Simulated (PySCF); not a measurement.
# Unknown compound

An unknown has the formula C10H12O. Its calculated NMR data are:

$^{1}$H NMR (500 MHz, computed): δ 6.92 (tt, J = 8.7, 1.1 Hz, 1H), 6.69 (dt, J = 8.3, 1.1 Hz, 1H), 6.18 (d, J = 9.0 Hz, 1H), 3.70 (s, 3H), 2.87 (ddt, J = 9.4, 6.9, 1.1 Hz, 2H), 2.84 (ddt, J = 9.5, 6.8, 1.2 Hz, 2H), 1.91 (tt, J = 9.4, 6.9 Hz, 2H).

$^{13}$C{$^{1}$H} NMR (computed): δ 149.1 (C), 137.8 (C), 123.9 (C), 121.2 (CH), 110.2 (CH), 99.2 (CH), 53.3 (CH3), 37.2 (CH2), 32.9 (CH2), 29.2 (CH2).

Theory: spin–spin couplings from B3LYP/pcJ-1 (without the spin–dipole term), σ from GIAO-KT3/pcSseg-1, coordinates at the PBE0-D3(BJ)/def2-SVP level, in PySCF 2.14.0 with density-fitted response routines (one computed conformer, non-relativistic, gas phase, one averaged value for each set of equivalent atoms).

References, each an isolated molecule treated in the same way: TMS for $^{1}$H and $^{13}$C.

Task: What is the structure?

Result: 
- Rings plus π bonds: 5 (2 rings in the answer).
- 10 carbon signals for 10 carbons: no two carbons are equivalent.
- Carbon types of the structure: 3 × C, 3 × CH, 3 × CH2, 1 × CH3, which accounts for all hydrogens.
- δC 149.1: aromatic carbon bearing oxygen; the electronegative substituent deshields the carbon that carries it.
- δC 137.8, 123.9: substituted aromatic carbon.
- δC 121.2, 110.2, 99.2: aromatic CH.
- δC 53.3: methyl carbon bonded to O; pulled downfield by the heteroatom.
- δC 29.2: sp3 CH2 in a ring; saturated and bonded to C and H only.
- δH 6.92, 6.69, 6.18: hydrogen on an aromatic CH.
- δH 3.70: hydrogen on a methyl carbon bonded to O; its carbon carries O, an electronegative neighbour.
- The protons at 2.84 and 1.91 share a coupling of 9.5 Hz (vicinal).
- The protons at 1.91 and 2.87 share a coupling of 9.4 Hz (vicinal).
- The protons at 6.18 and 6.92 share a coupling of 9.0 Hz (vicinal, an ortho-type coupling).
- The protons at 6.92 and 6.69 share a coupling of 8.3 Hz (vicinal, an ortho-type coupling).

The compound is `InChI=1S/C10H12O/c1-11-10-7-3-5-8-4-2-6-9(8)10/h3,5,7H,2,4,6H2,1H3`.

The shifts were computed for this structure.

Multiplet labels drop couplings under 1 Hz and merge nearly equal ones. Unscaled 3J(H,H) at this level run about 10 % above measured values. Shifts are as computed, not scaled to solution data. Of 1328 compounds with measured shifts, 309 miss one by over three times the rms of a fit or turn the order of signals round; such compounds aren't used in these exercises. Signals without a measured value on file couldn't be tested in this way.
